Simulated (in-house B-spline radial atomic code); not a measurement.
Configurations of Nd³⁺, with energies counted from [Xe] 4f3. Level of theory: scalar-relativistic (X2C) CAM-B3LYP, spin-polarised, spherical fractional occupations, Fermi nucleus of rms radius 4.9123 fm; calculated with a radial B-spline atomic code at the basis-set limit. Shells without spins written out take the highest spin.

Caution: exact exchange at fractional occupations of open shells leaves self-interaction of up to several eV.

Occupations are held fixed; configurations that lie above the ionisation limit could autoionise.

```tsv
configuration	E - E(ref) (eV)	highest orbital	its <r> (bohr)
[Xe] 4f(1 up, 2 down)	4.0516	4f up	0.9972
[Xe] 4f2 6s1	12.176	6s up	3.159
[Xe] 4f2 5f1	26.522	5f up	4.393
[Kr] 4d10 4f(1 up, 2 down) 5s2 5p(2 up, 3 down) 6p(0 up, 1 down)	39.759	6p down	3.757
[Kr] 4d9 4f4 5s2 5p6	118.04	4f up	0.9405
[Kr] 4d(4 up, 5 down) 4f(0 up, 3 down) 5s2 5p6 6d(1 up, 0 down)	146.87	6d up	4.978
[Kr] 4d9 4f3 5s2 5p6 5f1	147.94	5f up	4.361
```

Q: Order these further configurations by energy, lowest first.
A. [Kr] 4d9 4f3 5s2 5p6 6d1
B. [Kr] 4d10 4f4 5s2 5p5
C. [Kr] 4d10 4f3 5s2 5p5 6d1
D. [Kr] 4d10 4f3 5s2 5p5 6s1
E. [Xe] 4f(1 up, 1 down) 6f(0 up, 1 down)

A: B (18.826 eV), D (28.839 eV), E (33.19 eV), C (41.875 eV), A (146.75 eV).

Q: How far above the reference does [Kr] 4d10 4f3 5s2 5p5 5d1 lie?

A: 27.001 eV; its least bound orbital is 5d up with <r> = 2.242 bohr.

Q: How far above the reference does [Kr] 4d10 4f(1 up, 2 down) 5s2 5p(3 up, 2 down) 5d(1 up, 0 down) lie?

A: 32.201 eV; its least bound orbital is 5d up with <r> = 2.262 bohr.

Q: How far above the reference does [Kr] 4d10 4f3 5s2 5p5 5f1 lie?

A: 43.07 eV; its least bound orbital is 5f up with <r> = 4.452 bohr.
